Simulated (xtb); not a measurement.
Mg(OH)(SiH3) (H4MgOSi), SMILES [Mg]([SiH3])[OH]. All values are semi-empirical tight-binding results from xtb (GFN2-xTB unless named), good for trends rather than for accurate numbers. Geometry optimised at GFN2-xTB. The values are those of a single conformer.

Optimised geometry:

Bonds (Å): Mg1–O2 1.694, Mg1–Si4 2.430, O2–H3 0.950, Si4–H5 1.473, Si4–H6 1.473, Si4–H7 1.473. Angles (°): O2–Mg1–Si4 156.1, Mg1–O2–H3 178.7, Mg1–Si4–H5 112.2, Mg1–Si4–H6 114.5, Mg1–Si4–H7 110.8, H5–Si4–H6 106.0, H5–Si4–H7 106.7, H6–Si4–H7 106.2.
Charge 0, spin multiplicity 1.

For metal compounds this method's bond lengths and energies can be far off.

Q: Estimate the properties. (Estimate from the structure and the level; the computed values follow.)

A: 
- orbital gap: 3.36 eV
- zero-point energy: 22.4 kcal/mol
- G − E(el) at 298.15 K (modified RRHO): 4.0 kcal/mol

Computed atomic charges and the Wiberg bond orders between heavy atoms:
charges (e) Mg1 0.31, O2 -0.62, H3 0.26, Si4 0.39, H5 -0.11, H6 -0.12, H7 -0.11. Bond orders Mg1–O2 1.07, Mg1–Si4 0.90.
